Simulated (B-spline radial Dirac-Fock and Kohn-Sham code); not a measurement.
**Binding energies of Sm at several levels of theory**

System: neutral samarium, configuration [Xe] 4f5 6s2 6p1 (not the ground configuration).

The density-functional columns are spherical, spin-unpolarised Dirac-Kohn-Sham results without Breit or QED terms: −ε is minus the orbital energy of the initial state and ΔSCF the difference of two total energies. The reference in the last column comes from ΔSCF Dirac-Fock with Breit, self-energy and vacuum polarisation, finite nucleus, configuration average. All numbers are from an atomic code on a B-spline grid, in eV; a selection of levels is shown. The Kohn-Sham columns are given as differences from the reference. For the 1s level of heavy atoms much of the gap between ΔSCF and the reference is the Breit and QED part, -194.3 eV here; for other levels the error of the functional can be larger.

```csv
level,LDA −ε − DF,LDA ΔSCF − DF,Dirac-Fock
1s,-257.4,+181.1,46847.6
2s,-138.3,-59.6,7757.8
2p1/2,-101.6,-1.8,7327.8
2p3/2,-108.0,-17.8,6732.1
3s,-68.4,-44.7,1745.9
3p1/2,-54.0,-28.9,1561.6
3p3/2,-53.1,-29.6,1438.9
3d3/2,-33.2,-5.6,1123.2
3d5/2,-33.8,-6.7,1097.3
4s,-32.0,-21.8,373.0
4p1/2,-24.9,-14.8,300.7
4p3/2,-25.0,-15.2,273.8
4d3/2,-12.1,-2.8,153.4
4d5/2,-12.2,-3.0,148.6
4f,-4.5,+3.2,15.90
5s,-8.8,-3.0,58.73
5p1/2,-4.3,+1.0,36.12
5p3/2,-4.3,+0.8,32.24
6s,-1.2,+1.4,6.61
6p,-1.7,+0.4,3.91
```

Values without a named source are computed, but for edge energies of neutral atoms, which are taken from tables.
